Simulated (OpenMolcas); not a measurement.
Fe3+ among 4 point charges of -1.5 e arranged as a square (D4h), 2.03 Å from the ion.

* Program: OpenMolcas 26.06
* Method: SS-CASPT2, IPEA 0.25 Eh, imaginary shift 0.1 Eh (closed shells correlated: 3s 3p)
* Basis: ANO-RCC-VDZP [5s4p2d1f]
* Scalar Hamiltonian: DKH2, point nucleus
* Active space: 5 electrons in 5 orbitals (3d)
* State averaging: 2S+1 = 6 even, 1 root; 2S+1 = 4 even, 24 roots; 2S+1 = 2 even, 75 roots
* Spin-orbit coupling: RASSI with atomic mean-field integrals over the reference wave functions

Question: What is the spin-free ground state (labels of D4, the rotations of D4h)?

Answer: 6A1, 1-fold in its orbital part, 100 % from free-ion S terms; it has the highest spin that d5 allows.

Question: What are the lowest two levels with spin-orbit coupling?

Answer: A 2-fold level E1/2 with g = 2.00, 6.01, 6.01, then a 2-fold level E3/2 0 cm-1 above it. Their leading multiplicities are 6 (100 %) and 6 (100 %).

Question: What is χT at 300 K, and how does it compare with the textbook value?

Answer: The lowest level has 2S+1 = 6, for which the spin-only value is χT = S(S+1) / 2 = 4.375 cm3 K/mol (g = 2). The computed 4.385 at 300 K differs by +0.010, little more than the free-electron g of 2.0023 accounts for.

Free-ion shares, where given, are those of the reference states; single-state CASPT2 does not remix them. Point charges carry no covalency, so the field is a model and not that of real ligands. No measured value stands beside these numbers.
